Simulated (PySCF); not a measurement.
C5H6F2.
Atom-mapped SMILES: `[CH:1]#[C:2][C@H:3]([F:4])[CH2:5][CH2:6][F:7]` (hydrogens: H8 on C1; H9 on C3; H10, H11 on C5; H12, H13 on C6)

The calculation used PySCF 2.14.0, PBE0-D3(BJ)/def2-SVP geometry optimisation, gas phase.

Problem. Give the optimised bond lengths and angles.

Solution. 
```csv
bond,length (Å)
C1≡C2,1.210
C2–C3,1.461
C3–F4,1.382
C3–C5,1.521
C5–C6,1.510
C6–F7,1.376
C1–H8,1.075
C3–H9,1.104
C5–H10,1.102
C5–H11,1.101
C6–H12,1.103
C6–H13,1.102
```

A selection of angles:
```csv
angle,degrees
C2–C1–H8,179.4
C1–C2–C3,178.6
C2–C3–F4,110.1
C2–C3–C5,112.6
C2–C3–H9,109.1
F4–C3–C5,108.6
F4–C3–H9,107.2
C5–C3–H9,109.0
C3–C5–C6,111.8
C3–C5–H10,108.8
C3–C5–H11,108.9
C6–C5–H10,109.7
C6–C5–H11,110.0
H10–C5–H11,107.5
C5–C6–F7,109.8
C5–C6–H12,110.7
C5–C6–H13,110.5
F7–C6–H12,108.6
F7–C6–H13,108.4
H12–C6–H13,108.9
```

Dihedral angles: C2–C3–C5–C6 -177° (antiperiplanar); C3–C5–C6–F7 61° (synclinal).

The 4 C–C bonds span 1.210 Å (C1≡C2, drawn triple) to 1.521 Å (C3–C5, drawn single), a spread of 0.311 Å. Of the pairs four or more bonds apart, F7···H9 is among the closest relative to their van der Waals radii: 2.53 Å, 95 % of the sum of Bondi's values.

Point group: C1 (no symmetry element, even within 0.4 Å). PBE0-D3(BJ)/def2-SVP frequencies: not computed here. The numbers are those of one conformer.

Time: 1.8 min wall; peak memory 0.50 GiB. Hardware: one thread of an Arm Neoverse N1, shared host. This is the geometry optimisation.
